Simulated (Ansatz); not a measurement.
Cost and result for the atomization energy of CH3GaO2, SMILES `O=[C](O)[GaH2]` (7 atoms, 6 bonds).

Total charge 0; spin multiplicity 1. Correlated methods include outer-core shells of Ga, which these sets cover unevenly. Scalar relativity is left out up to krypton. The geometry is a stationary point of PBE0-D4/def2-TZVP. It is one conformer, not always the lowest. Program: Ansatz. All runs use 2 threads of an Intel Xeon Platinum 8175M on a shared host. Times are those of one run each, without the atoms' runs, and a repeat can differ threefold. Electronic energies, without spin–orbit coupling; frozen cores. CCSD(T)/CBS adds CCSD(T) − MP2 in def2-TZVPP to the MP2 limit, and its time is that of the two runs behind it. T1 = 0.017. With those shells the extrapolation isn't a true limit. B3LYP takes the VWN-RPA correlation (the form of Gaussian; ORCA's B3LYP/G). HSE06 is the plane-wave form, built on full-range PBE exchange.

CCSD(T)/CBS is a level of theory with its own doubt, some kJ/mol a heavy atom from the limit and from the frozen cores, so smaller differences don't rank the functionals.

| level | functions | wall time |
| --- | --- | --- |
| revPBE-D4/def2-TZVPP | 183 | 3.6 s |
| BLYP-D4/def2-TZVPP | 183 | 3.9 s |
| HSE06-D4/def2-TZVPP | 183 | 5.5 s |
| PBE0-D4/def2-TZVPP | 183 | 5.5 s |
| B3LYP-D4/def2-TZVPP (with forces) | 183 | 6.5 s |
| CCSD(T)/def2-SVP | 89 | 7 s |
| PBE-QIDH/def2-TZVPP | 183 | 7 s |
| r2SCAN-D4/def2-TZVPP (with forces) | 183 | 7.5 s |
| B97M-V/def2-TZVPP | 183 | 9.5 s |
| ωB97M-V/def2-TZVPP (with forces) | 183 | 15 s |
| MP2/def2-QZVPP | 350 | 29 s |
| CCSD(T)/def2-TZVPP | 183 | 87 s |
| CCSD(T)/CBS(def2) | – | 120 s |

(1) What atomization energy does each give, and how far from CCSD(T)/CBS? (An estimate is asked.)

Answers

(1) Ansatz gave: 
```csv
level,atomization (kcal/mol),difference from CCSD(T)/CBS,per bond
revPBE-D4/def2-TZVPP,584.9,-0.5,-0.1
BLYP-D4/def2-TZVPP,587.3,1.9,0.3
HSE06-D4/def2-TZVPP,583.2,-2.2,-0.4
PBE0-D4/def2-TZVPP,582.6,-2.8,-0.5
B3LYP-D4/def2-TZVPP (with forces),580.3,-5.1,-0.8
CCSD(T)/def2-SVP,551.1,-34.3,-5.7
PBE-QIDH/def2-TZVPP,578.2,-7.2,-1.2
r2SCAN-D4/def2-TZVPP (with forces),589.2,3.8,0.6
B97M-V/def2-TZVPP,586.6,1.2,0.2
ωB97M-V/def2-TZVPP (with forces),585.1,-0.3,0.0
MP2/def2-QZVPP,598.0,12.6,2.1
CCSD(T)/def2-TZVPP,570.1,-15.3,-2.5
CCSD(T)/CBS(def2),585.4,0.0,0.0
```

From r2SCAN to r2SCAN0 (25 % exact exchange), in def2-TZVPP and without D4, the atomization energy moves by −19.6 kcal/mol: exact exchange takes away binding that semilocal exchange gives to molecules. Leaving LDA and LC-ωPBE aside and taking each functional with its dispersion term where it has one, the values, not all of them listed here, spread over 54.5 kcal/mol, from BHLYP-D4 to PBE-D4. LDA lies +93.5 kcal/mol from PBE without D4, its usual overbinding. In def2-TZVPP, CCSD(T) changes the Hartree–Fock value by +184.8 kcal/mol (the triples alone add +13.3 kcal/mol) and MP2 by +203.6 kcal/mol; breaking electron pairs costs correlation energy, which Hartree–Fock lacks.
